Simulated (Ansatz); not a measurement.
Basis-set extrapolation for C₂H₃AlOS (PBE0-D4/def2-TZVP geometry, frozen core, Ansatz 0.2.0). Multiplicity 1, RHF reference.

|  | def2-TZVPP | def2-QZVPP |
| --- | --- | --- |
| HF | -791.911667 | -791.936206 |
| MP2 correlation | -0.786013 | -0.845835 |
| CCSD(T) correlation | -0.856573 | not run |

Energies in hartree. Use E(X) = E(∞) + A·exp(−7.88·√X) for Hartree–Fock and E(X) = E(∞) + B·X^(−2.97) for correlation, with X = 3 and 4, and add CCSD(T) minus MP2 of the smaller set to the MP2 limit.

**Question.** What is the CCSD(T) energy at the basis-set limit?

**Answer.** HF limit: -791.936206 + (-0.024539) × 0.13774 = -791.93959. MP2 limit: -0.845835 + (-0.059822) × 0.74074 = -0.89015. Higher-order term: -0.856573 − (-0.786013) = -0.07056. Total: -792.90030 hartree, 3.59 eV below CCSD(T)/def2-TZVPP.
